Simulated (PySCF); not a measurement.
## La²⁺: ionisation energy

La²⁺ [Xe] 5d1 (2D) → La³⁺ [Xe] (1S), as a difference of total energies. Calculation: PySCF 2.14, in x2c-TZVPPall with one added diffuse shell each of s, p, d type (12s8p8d3f1g, 106 functions); scalar relativity by spin-free X2C-1e. Correlated levels: valence: [Kr] 4d10 frozen; valence and next inner shell: [Ar] 3d10 frozen. The calculations carry no spin-orbit coupling.

```
                                method  ionisation energy (eV)
                                   UHF                  18.163
                                   LDA                  19.266
                                   PBE                  19.270
                                  PBE0                  19.196
                                r2SCAN                  19.113
                               wB97M-V                  18.924
                                revPBE                  19.253
                                 HSE06                  19.189
                         MP2 (valence)                  18.628
                     SCS-MP2 (valence)                  18.583
    MP2 (valence and next inner shell)                  18.551
SCS-MP2 (valence and next inner shell)                  18.519
```

A first-order spin-orbit estimate (lowest level to lowest level, LS coupling) adds 0.129 eV.

Errors of the correlated levels include the incompleteness of this basis and the frozen core.

Question: Which method comes closest to the reference value, and which is furthest?

Answer: The reference is 19.177 eV (measured; NIST Atomic Spectra Database, ionization energies). Closest: r2SCAN (error 0.065 eV); furthest: UHF (error -0.885 eV), both after the spin-orbit estimate.
